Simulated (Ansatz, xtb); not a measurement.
# C3H9BOSi: which of two isomers lies lower

Structure a is `BO[SiH2]C(=C)C`, a singlet and structure b is `C/C=C/BO[SiH3]`, a singlet. Both are isolated molecules in the gas phase, relaxed with r2SCAN-D4/def2-SVP; each stands in its lowest conformer found.

a (Å):

```xyz
15

C    -0.2733   -1.8575   -0.3080
C    -0.9568   -2.9951   -0.5302
C     0.8447   -1.7659    0.6953
B    -0.4469    2.1071    0.0397
O    -1.0468    0.9264   -0.2189
Si   -0.7039   -0.3318   -1.2964
H     0.5447    2.4400   -0.5829
H    -0.9228    2.8102    0.9037
H    -1.9223   -0.5712   -2.1159
H     0.4401    0.1040   -2.1560
H    -0.7188   -3.9229    0.0077
H    -1.7789   -3.0480   -1.2528
H     1.0216   -2.7285    1.2007
H     1.7882   -1.4491    0.2173
H     0.6188   -1.0099    1.4672
```

b (Å):

```xyz
15

C    -2.7001    0.0343   -1.8799
C    -1.7288   -0.3978   -0.8358
C    -0.4155   -0.0817   -0.7775
B     0.4698   -0.6101    0.3783
O     1.7991   -0.3313    0.5027
Si    3.0056    0.5178   -0.2790
H    -3.5400    0.5888   -1.4254
H    -2.2312    0.6710   -2.6449
H    -3.1535   -0.8403   -2.3789
H    -2.1363   -1.0381   -0.0382
H    -0.0145    0.5591   -1.5780
H    -0.0200   -1.3156    1.2396
H     2.5159    1.1473   -1.5422
H     4.1085   -0.4308   -0.5948
H     3.5014    1.5775    0.6419
```

Quicker runs give these differences E(b) − E(a): GFN2-xTB −7.2 kcal/mol; HF/STO-3G −4.8 kcal/mol (at GFN2-xTB geometries); r2SCAN-D4/def2-SVP//GFN2-xTB −9.5 kcal/mol.

Q: Estimate E(b) − E(a) at the level CCSD(T)/def2-SVP + ΔMP2/def2-TZVPP.

A: Calculated at CCSD(T)/def2-SVP + ΔMP2/def2-TZVPP: E(b) − E(a) = −5.4 kcal/mol, so structure b lies lower.

Level by level:

```csv
level,geometry,E(b) − E(a) (kcal/mol),departure from the last row (kcal/mol),"job, with rough time for the two"
GFN2-xTB,GFN2-xTB,−7.2,−1.8,"optimisation, 0.33 s"
HF/STO-3G,GFN2-xTB,−4.8,+0.6,"single point, 0.24 s"
r2SCAN-D4/def2-SVP//GFN2-xTB,GFN2-xTB,−9.5,−4.1,"single point, 2.7 s"
r2SCAN-D4/def2-SVP,r2SCAN-D4/def2-SVP,−7.8,−2.4,"optimisation, 52 s"
HF/def2-SVP,r2SCAN-D4/def2-SVP,−8.2,−2.8,part of the CCSD(T) run
MP2/def2-SVP,r2SCAN-D4/def2-SVP,−6.3,−0.8,part of the CCSD(T) run
CCSD(T)/def2-SVP,r2SCAN-D4/def2-SVP,−6.4,−1.0,single point
CCSD(T)/def2-SVP + ΔMP2/def2-TZVPP,r2SCAN-D4/def2-SVP,−5.4,,"single point, 40 s"
```

As drawn, b has 1 C–B, 1 Si–H in place of 1 C–Si, 1 B–H.

None of the levels shown reverses the order. The largest departure from CCSD(T)/def2-SVP + ΔMP2/def2-TZVPP is that of r2SCAN-D4/def2-SVP//GFN2-xTB, 4.1 kcal/mol. The last row adds to CCSD(T) the change of the MP2 difference between the two basis sets, here +1.0 kcal/mol.

With thermal terms from frequencies at re-optimised GFN2-xTB minima (ideal gas, soft modes damped towards free rotors, one conformer each, 298.15 K, 1 atm): on the last row, ΔE + ΔZPE = −5.5, ΔH = −5.6, ΔG = −5.7 kcal/mol.

The correlated steps freeze 10 core orbitals. Codes used: Ansatz 0.2.0, xtb 6.7.1; the last row on 4 threads of Arm Neoverse V2 on a shared host.
